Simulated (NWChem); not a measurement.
TeO, triplet; SMILES [Te]=O

Computed with NWChem. Spin-unrestricted. Structure relaxed at the PBE0/def2-SVP, spin-unrestricted level. No stability test was run on the SCF state. def2 effective core potentials on Te; no spin-orbit coupling. Vertical excitations in the gas phase; the lowest state need not have the same character in each row. Excited states of an open shell can be spin-contaminated.

| level | lowest excitation (eV) | lowest empty minus highest occupied level, either spin (eV) |
|---|---|---|
| PBE/def2-SVPD, TDA | 3.14 | 1.32 |
| B3LYP/def2-SVPD, TDA | 2.80 | 2.91 |
| CAM-B3LYP/def2-SVPD, TDA | 2.71 | 5.77 |
| PBE0/def2-SVPD, TDA | 2.79 | … |

Task: Fill in the missing entries.

Result: 
- PBE0/def2-SVPD, TDA, lowest empty minus highest occupied level, either spin (eV): 3.54
